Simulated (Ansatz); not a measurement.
The cluster Li3Cl2⁻. Charge -1, multiplicity 3. Geometry PBE0-D4/def2-TZVP, that of the neutral doublet.

```xyz
5

Li    1.6645   -1.1088    0.5305
Li    0.1344    1.2964    1.6069
Li   -0.8996   -0.0939   -1.0686
Cl   -1.4867    1.5830    0.1952
Cl    0.5873   -1.6767   -1.2640
```

At PBE-D4/def2-TZVPD, r2SCAN-D4/def2-TZVPD, PBE0-D4/def2-TZVPD the highest occupied level of the charge -1 triplet lies above zero (up to 1.24 eV). Energy differences put its binding near zero (0.00 eV; vertical, to the charge 0 doublet, at r2SCAN-D4/def2-TZVPD), which leaves it undecided. At PBE0-D4/def2-TZVPD a singlet of charge -1 lies 0.52 eV below the triplet at the same geometry. The structure comes from a short search, and lower isomers may exist.

Estimate the α-spin orbital energies around the gap (eV) in Ansatz with PBE-D4/def2-TZVPD, r2SCAN-D4/def2-TZVPD, PBE0-D4/def2-TZVPD.


```
orbital  PBE-D4/def2-TZVPD  r2SCAN-D4/def2-TZVPD  PBE0-D4/def2-TZVPD
 HOMO−5              -4.72                 -5.07               -6.15
 HOMO−4              -4.45                 -4.80               -5.87
 HOMO−3              -4.24                 -4.59               -5.64
 HOMO−2              -4.09                 -4.44               -5.49
 HOMO−1              -0.14                 -0.25               -0.82
   HOMO               1.21                  1.24                0.90
   LUMO               1.44                  1.75                1.84
 LUMO+1               1.67                  1.76                2.01
 LUMO+2               1.68                  1.89                2.10
 LUMO+3               2.41                  2.58                2.72
 LUMO+4               2.43                  2.62                2.76
 LUMO+5               2.43                  2.64                2.81
 β HOMO              -4.08                 -4.44               -5.48
 β LUMO               1.17                  1.42                1.71
```
